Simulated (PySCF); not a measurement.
Species: sum formula SiH₅S (charge +1, singlet). It need not be the lowest isomer of its formula. SMILES: [SiH3][SH2+]
Structure (B3LYP-D3(BJ)/def2-TZVP (Ansatz) minimum search):
```
Si
H 1 1.4673
H 1 1.4673 2 116.44
H 1 1.4673 2 116.44 3 -143.30
S 1 2.3203 2 104.07 3 108.35
H 5 1.3518 1 98.26 2 47.71
H 5 1.3518 6 94.12 1 98.97
```
Charge +1, spin multiplicity 1.

Dispersion corrections to the total energy (kcal/mol) from the dftd3 and dftd4 libraries through PySCF: D3(BJ) without and D4 with the three-body term, each with the damping fitted for the functional named.

| functional | D3(BJ) | D4 |
|---|---|---|
| TPSS | -3.77 | -2.80 |
| PW6B95 | -1.64 | -1.82 |
| BLYP | -6.56 | ___ |
| B3LYP | -5.41 | -3.40 |
| PBE0 | -2.59 | -1.73 |
| BHLYP | -4.46 | ___ |
| HSE06 | -2.02 | ___ |

### Question
What belongs in the gaps?

### Answer

- BLYP, D4: -4.62
- BHLYP, D4: -2.73
- HSE06, D4: -1.62
